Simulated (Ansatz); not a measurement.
Consider the substitution at a C–N bond: `C/N=C(/F)Cl` + `[NH2][SnH2][OH]` → `C[NH][SnH2][OH]` + `N=C(F)Cl`.

Calculated with Ansatz (gas phase, PBE0-D4/def2-TZVP geometries, no zero-point term in ΔE). CCSD(T)/CBS adds triple-zeta CCSD(T) − MP2 to the extrapolated MP2 energy (def2 sets, frozen cores). This one scheme is used for every species. Functionals use def2-TZVPP. def2 core potentials past Kr. For Sn outer-core shells are correlated without core-valence functions, which leaves a few kJ/mol of doubt a bond. One conformer a species, not always the lowest.

Problem. Is it downhill or uphill in electronic energy at CCSD(T)/CBS, and by how much? (Best estimate.)

Solution. The calculation gave: Uphill: ΔE = +16.9 kJ/mol.

Problem. What do these levels give: PBE-D4, PBE0-D4, ωB97M-V, B2PLYP, HF/def2-TZVPP, MP2/def2-TZVPP? (An estimate is asked.)

Solution. Ansatz gave: PBE-D4 18.6, PBE0-D4 18.5, ωB97M-V 16.4, B2PLYP 17.9, HF/def2-TZVPP 14.7, MP2/def2-TZVPP 17.5 kJ/mol.

Largest T1 diagnostic among the species: 0.013.
